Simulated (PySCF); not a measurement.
1-[amino(fluoro)boranyl]propane (C3H9BFN), SMILES CCCB(N)F.

Geometry: B3LYP-D3(BJ)/def2-SVP. Other conformers were not sampled.

Level of theory: TDDFT-PBE/def2-SVPD (PySCF 2.14.0).

Vertical excitations. Gas-phase values at a fixed geometry. State labels are in the subgroup Cs.

Computed excitation energies, oscillator strengths and character:
| state | symmetry | energy (eV) | λ (nm) | f | main pairs |
|---|---|---|---|---|---|
| S1 | A" | 6.65 | 186 | 0.023 | HOMO→LUMO 99 % |
| S2 | A' | 6.98 | 178 | 0.021 | HOMO−1→LUMO 100 % |
| S3 | A" | 7.36 | 168 | 0.006 | HOMO→LUMO+2 99 % |
| S4 | A" | 7.50 | 165 | 0.000 | HOMO−2→LUMO 100 % |
| S5 | A" | 7.64 | 162 | 0.000 | HOMO→LUMO+3 100 % |
| S6 | A' | 7.76 | 160 | 0.022 | HOMO−1→LUMO+2 93 % |
| S7 | A' | 7.81 | 159 | 0.002 | HOMO−3→LUMO 92 % |
| S8 | A" | 7.84 | 158 | 0.004 | HOMO−1→LUMO+1 98 % |
| S9 | A' | 8.05 | 154 | 0.002 | HOMO−1→LUMO+3 92 % |
| S10 | A' | 8.16 | 152 | 0.141 | HOMO→LUMO+1 53 %, HOMO→LUMO+5 32 % |
| T1 | A" | 6.44 | 193 | 0 | HOMO→LUMO 99 % |
| T2 | A' | 6.62 | 187 | 0 | HOMO→LUMO+1 98 % |
| T3 | A' | 6.90 | 180 | 0 | HOMO−1→LUMO 100 % |
| T4 | A" | 7.24 | 171 | 0 | HOMO−1→LUMO+1 95 % |
Triplets are in the Tamm–Dancoff approximation, which puts them higher than full response would, so one can lie above its singlet here.
